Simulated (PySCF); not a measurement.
1,1-dichloro-1-fluoropropane (C₃H₅Cl₂F), SMILES CCC(F)(Cl)Cl. Coordinates come from a PBE-D3(BJ)/def2-SVP optimisation. One conformer was computed; it need not be the lowest.

Computed equilibrium geometry at PBE-D3(BJ)/def2-SVP (PySCF confirms it by a frequency run) as a Z-matrix (one conformer of several):
```
C
H 1 1.1078
H 1 1.1103 2 106.96
C 1 1.5233 2 107.46 3 113.09
F 4 1.3569 1 110.56 2 -178.57
C 1 1.5274 2 111.73 3 -121.57
H 6 1.1071 1 110.11 2 60.30
H 6 1.1073 7 108.19 1 -121.39
H 6 1.1074 7 108.32 8 -117.00
Cl 4 1.8049 5 107.91 1 -120.75
Cl 4 1.8082 5 107.68 1 121.99
```
Charge 0, spin multiplicity 1.
